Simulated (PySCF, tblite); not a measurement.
A database entry of computed molecular properties. Lists by class give the value and the number of equivalent atoms.

```json
{
 "formula": "C3H5F2OS2Si",
 "smiles": "FC(F)O[C]1CS[SiH2]S1",
 "charge": 0,
 "multiplicity": 2,
 "geometry_level": "GFN2-xTB",
 "atoms_angstrom": [
  ["F", -3.58, -0.193, -0.459],
  ["C", -2.342, -0.546, -0.096],
  ["F", -2.08, -1.712, -0.735],
  ["O", -1.494, 0.428, -0.496],
  ["C", -0.291, 0.575, 0.167],
  ["C", 0.639, 1.516, -0.409],
  ["S", 2.183, 0.609, -1.131],
  ["Si", 2.269, -0.849, 0.397],
  ["S", 0.264, -0.58, 1.306],
  ["H", -2.326, -0.747, 0.99],
  ["H", 0.202, 2.068, -1.236],
  ["H", 1.087, 2.185, 0.321],
  ["H", 2.278, -2.198, -0.125],
  ["H", 3.189, -0.555, 1.482]
 ],
 "electronic_structure_code": "PySCF",
 "results": {
  "GFN2-xTB geometry": {
   "point_group": "C1",
   "rotational_constants_GHz": [1.943, 0.598, 0.536]
  },
  "GFN2-xTB harmonic vibrations, gas phase": {
   "strongest_ir_bands_cm-1_km_per_mol_modes": [
    [630.0, 209.4, 1],
    [742.7, 212.6, 1],
    [987.5, 206.4, 1],
    [1118.7, 418.3, 1],
    [1259.9, 193.1, 1],
    [2352.9, 170.4, 1]
   ],
   "zpe_kcal_per_mol": 48.6
  },
  "UKS B3LYP, pcH-1 on C F H O S Si, non-relativistic, mean-field spin-orbit, GIAO": {
   "g_iso": 2.0037,
   "g_tensor": [2.00087, 2.00408, 2.00615],
   "s2": 0.755,
   "a_iso_by_class_MHz": [
    ["13C", 120.7, 1],
    ["29Si", -67.0, 1],
    ["33S", 36.7, 1],
    ["1H", 28.0, 2],
    ["19F", 26.2, 2]
   ],
   "spin_populations_mulliken_by_atom": [0.0, 0.0, 0.01, 0.07, 0.69, -0.05, 0.12, 0.09, 0.04, 0.0, 0.0, 0.02, 0.0, 0.0]
  }
 }
}
```

With B = h/(8π²I), that is 505.379 GHz u Å² over I, the principal moments of inertia are 260.1, 844.6 and 942.6 u Å² (most abundant isotopes); the inertial defect Ic − Ia − Ib is -162.1 u Å² (zero for a rigid planar frame, negative otherwise). ⟨S²⟩ is 0.005 above the pure-spin value S(S + 1) = 0.75. The zero-point energy, half the sum of the 36 harmonic wavenumbers, equals 16990 cm⁻¹ or 203 kJ/mol. The rotational constants make it an asymmetric top with κ = (2B − A − C)/(A − C) = -0.91, nearer the prolate limit (−1).

 In GFN2-xTB open shells enter through the occupations alone, without spin polarisation, so single modes can be far off. Hyperfine couplings depend on the geometry, which wasn't re-optimised at a DFT level. Couplings of like nuclei are plain means over topologically equivalent atoms, as if these changed places fast (by rotation of a methyl-like group, say); in this geometry the members of some sets differ.

For the EPR job (B3LYP), the run took 2.7 min (with the writing of density and orbital grids) on Intel Xeon at 2.70 GHz, one thread (shared host), and the process peaked at 1.2 GiB of memory.

The values belong to the conformer `[F:1][CH:2]([F:3])[O:4][C:5]1[CH2:6][S:7][SiH2:8][S:9]1`: F1–C2–O4–C5 156°, C2–O4–C5–C6 173°.
